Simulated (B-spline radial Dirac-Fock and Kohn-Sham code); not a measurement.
Method: multi-electron Dirac-Fock with separately optimised hole states, Breit and Lamb-shift corrections added in first order. Computed with a B-spline atomic structure program. K edges are those of the screened (neutral excited atom) model, which lie within a few eV to tens of eV of tabulated edges.

An X-ray tube with a iron target emits Kα1 at 6401.8 eV and Kβ1 at 7054.9 eV. K edges of lighter neighbours: Sc 4491.2 eV, Ti 4966.5 eV, V 5466.0 eV, Cr 5989.2 eV, Mn 6538.2 eV.

Q: Which of these can serve as a Kβ filter, and which fluoresce under Kα1?

A: A Kβ filter needs its edge between the two lines: Mn. Kα1 lies above the K edges of Sc, Ti, V, Cr, which therefore fluoresce.
